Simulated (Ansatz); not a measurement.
H2OSi (SMILES O=[SiH2]), charge 0, multiplicity 1, relaxed at each level with Ansatz (a quantum-chemistry and plane-wave program); harmonic frequencies from differences of analytic forces, average atomic masses, frozen cores.

Task: Give the equilibrium geometry, the harmonic frequencies and the zero-point energy at HF/def2-TZVPP.

Result: 
(charge 0, multiplicity 1):
```xyz
4

O      0.9783    -0.3970    -0.0677
Si    -0.3972     0.1612     0.0275
H     -1.6055    -0.5274    -0.4459
H     -0.7214     1.4716     0.6069
```
Frequencies (cm⁻¹): 758, 800, 1087, 1359, 2354, 2358. Zero-point energy 12.46 kcal/mol.

Task: Give the equilibrium geometry, the harmonic frequencies and the zero-point energy at CCSD(T)/cc-pV(Q+d)Z.

Result: 
(charge 0, multiplicity 1):
```xyz
4

O      1.0024    -0.4067    -0.0694
Si    -0.4052     0.1644     0.0280
H     -1.6174    -0.5329    -0.4500
H     -0.7256     1.4837     0.6121
```
Frequencies (cm⁻¹): 686, 699, 1010, 1218, 2254, 2268. Zero-point energy 11.63 kcal/mol.
